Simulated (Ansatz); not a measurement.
Isolated molecules relaxed with PBE0-D4/def2-TZVP in Ansatz; ΔE leaves out vibrations. CCSD(T)/CBS adds triple-zeta CCSD(T) − MP2 to the extrapolated MP2 energy (def2 sets, frozen cores). Functionals use def2-TZVPP. B3LYP here is the variant with VWN-RPA as its local correlation; programs differ in this. Elements past krypton have def2 core potentials. For Sn outer-core shells are correlated without core-valence functions, which leaves a few kJ/mol of doubt a bond. Each species was taken in one conformer, which may not be the lowest.

Reaction (ligand exchange at the Si–O bond): `CO[SiH](Cl)O[SiH3]` + `[NH2][Sn][OH]` → `[NH2][Sn][O][SiH3]` + `CO[SiH](O)Cl`

```json
{"level": "B3LYP-D4", "ΔE (kJ/mol)": "-5.9"}
{"level": "r2SCAN", "ΔE (kJ/mol)": "-6.9"}
{"level": "MP2/def2-TZVPP", "ΔE (kJ/mol)": "-7.6"}
{"level": "MP2/def2-QZVPP", "ΔE (kJ/mol)": "-6.9"}
```

**Question.** What does CCSD(T)/CBS give? (Best estimate.)

**Answer.** Ansatz gave: -6.5 kJ/mol. The listed levels differ from it by 0.6, -0.4, -1.1, -0.4 kJ/mol.

Largest T1 diagnostic among the species: 0.017.
